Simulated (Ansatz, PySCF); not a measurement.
Reaction (SMILES): C[CH][SiH3] → [CH-]([SiH3])C (an electron is taken up)

Quantity: adiabatic electron affinity (electronic), in eV. Positive where the reaction releases energy. Terms: open shells spin-unrestricted; non-relativistic; valence correlation only; spin-orbit terms left out; LANL2DZ with its own core potentials from Na on; 6-31G* and kin with 6d, 5d where marked; no dispersion term unless named. Basis-set limits of correlation are two-point, X^-3; Hartree-Fock from the larger set. First-principles rows: single points at B3LYP-D3(BJ) geometries (Ansatz, an electronic-structure program). Anions need diffuse functions, which STO-3G, LANL2DZ, def2-SVP, cc-pVDZ and Pople sets without + lack.

Coupled cluster (Ansatz) is a level with limits of its own, used here on species with T1 under 0.025 (0.045 for open shells) and stable references: CCSD(T)/CBS(aug-cc-pV(T+d)Z,aug-cc-pV(Q+d)Z).

Value to compare with, CCSD(T)/CBS(aug-cc-pV(T+d)Z,aug-cc-pV(Q+d)Z) (Ansatz): 0.72 eV.

```json
[
 {"level": "HF/3-21G", "program": "Ansatz", "adiabatic electron affinity (electronic) (eV)": "-1.42", "difference": "-2.14"},
 {"level": "HF/LANL2DZ", "program": "Ansatz", "adiabatic electron affinity (electronic) (eV)": "-1.28", "difference": "-2.00"},
 {"level": "PBE/LANL2DZ", "program": "Ansatz", "adiabatic electron affinity (electronic) (eV)": "0.02", "difference": "-0.70"},
 {"level": "PBE/def2-SVP", "program": "Ansatz", "adiabatic electron affinity (electronic) (eV)": "0.36", "difference": "-0.36"},
 {"level": "B3LYP/STO-3G", "program": "Ansatz", "adiabatic electron affinity (electronic) (eV)": "-4.25", "difference": "-4.97"},
 {"level": "B3LYP/LANL2DZ", "program": "Ansatz", "adiabatic electron affinity (electronic) (eV)": "-0.02", "difference": "-0.74"},
 {"level": "B3LYP/6-31G*", "program": "Ansatz", "adiabatic electron affinity (electronic) (eV)": "0.10", "difference": "-0.62"},
 {"level": "B3LYP/cc-pVDZ", "program": "Ansatz", "adiabatic electron affinity (electronic) (eV)": "0.25", "difference": "-0.47"},
 {"level": "MP2/6-31G*", "program": "Ansatz", "adiabatic electron affinity (electronic) (eV)": "-0.27", "difference": "-0.99"},
 {"level": "B3PW91/6-31G* (5d)", "program": "PySCF", "adiabatic electron affinity (electronic) (eV)": "0.13", "difference": "-0.59"},
 {"level": "PBE/def2-TZVPD", "program": "Ansatz", "adiabatic electron affinity (electronic) (eV)": "0.70", "difference": "-0.02"}
]
```

Among the 10 habitual levels, B3LYP/STO-3G lies farthest from CCSD(T)/CBS(aug-cc-pV(T+d)Z,aug-cc-pV(Q+d)Z) (Ansatz) (-4.97 eV) and PBE/def2-SVP nearest (-0.36); 0 of 10 lie above it, and their mean absolute difference is 1.36 eV, the median 0.72. One case shows no general order.

The levels are drawn from those run, B3LYP/6-31G* more often than the rest, none by its result; left out are runs that failed, that the program found above a lower state of the same kind, or whose <S^2> lies over 0.5 above the pure value.
